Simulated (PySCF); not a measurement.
Compound: C₅H₁₁N₂ (doublet state).
Z-matrix (Å and degrees, GFN2-xTB geometry), rows numbered from 1:
```
C 
C   1  1.5291
C   2  1.4734  1  111.57
C   3  1.3901  2  123.98  1   141.58
N   4  1.2954  3  120.58  2   176.72
C   2  1.5701  1  108.63  3  -121.12
N   6  1.4350  2  115.61  1  -172.08
H   1  1.0872  2  110.47  3    61.09
H   1  1.0874  2  110.38  3  -178.80
H   1  1.0872  2  110.22  3   -58.84
H   2  1.0971  1  109.55  3   122.06
H   3  1.0791  2  118.30  1   -42.52
H   4  1.1011  3  116.61  2    -3.69
H   5  1.0169  4  114.19  3   179.51
H   6  1.0922  2  108.60  1    66.07
H   6  1.0934  2  107.74  1   -51.35
H   7  1.0136  6  111.52  2    58.02
H   7  1.0135  6  111.42  2   -63.59
```

The hyperfine couplings belong to this conformer and change with its torsions.

Identity: `NC[C@H](C)[CH]/C=N/[H]` [radical].

Theory: UKS B3LYP, pcH-1 on C H N, non-relativistic, mean-field spin-orbit, GIAO in PySCF 2.14.0. Geometry: GFN2-xTB, one conformer, isolated molecule. The geometry wasn't refined by DFT: couplings that depend on bond lengths, twists or pyramidal angles can differ widely from those at the functional's own minimum. Stability of the SCF solution: not tested. ⟨S²⟩ is 0.773 where a pure state has 0.75.

**Question.** The isotropic 13C couplings are +58.1, +49.7, -46.5, +24.4, -22.6 MHz. Assign them to C1; C2; C3; C4; C6.

**Answer.** 
| site | a_iso (MHz) | ρ(0) (bohr⁻³) | position | distance from C3 (Å) | spin population | largest \|T\| (MHz) |
| --- | --- | --- | --- | --- | --- | --- |
| C1 | +24.4 | +0.0217 | 2 bonds from C3 | 2.48 | +0.02 | 4.8 |
| C2 | -22.6 | -0.0201 | 1 bond from C3 | 1.47 | -0.05 | 1.9 |
| C3 | +58.1 | +0.0517 | largest spin population | 0.00 | +0.72 | 110.5 |
| C4 | -46.5 | -0.0414 | 1 bond from N5 | 1.39 | -0.21 | 24.9 |
| C6 | +49.7 | +0.0442 | 2 bonds from C3 | 2.49 | +0.04 | 10.3 |

**Question.** Match the computed a_iso(14N) values +17.1, +2.7 MHz with the sites N5; N7.

**Answer.** 
```json
{"site": "N5", "a_iso (MHz)": "+17.1", "ρ(0) (bohr⁻³)": "+0.0529", "position": "a main spin site", "distance from C3 (Å)": "2.33", "spin population": "+0.51", "largest |T| (MHz)": "46.0"}
{"site": "N7", "a_iso (MHz)": "+2.7", "ρ(0) (bohr⁻³)": "+0.0084", "position": "3 bonds from C3", "distance from C3 (Å)": "3.06", "spin population": "0.00", "largest |T| (MHz)": "0.4"}
```

ρ(0) is the spin density at the nucleus and T the dipolar tensor; entries for several nuclei are means. The Mulliken spin populations are largest on C3 (+0.72), N5 (+0.51) and C4 (-0.21). The angles at C3 add up to 359.9°, so it is planar; its axial dipolar tensor and the negative coupling of its proton fit spin in a p orbital normal to that plane. Main spin sites, with 60 % or more of the largest population: C3, N5; positions count bonds from the nearest.

Means are taken over nuclei equivalent by connectivity, which assumes that they swap fast. The three 1H nuclei of mean +0.6 MHz run from -2.2 to 5.5 MHz in the frozen geometry.
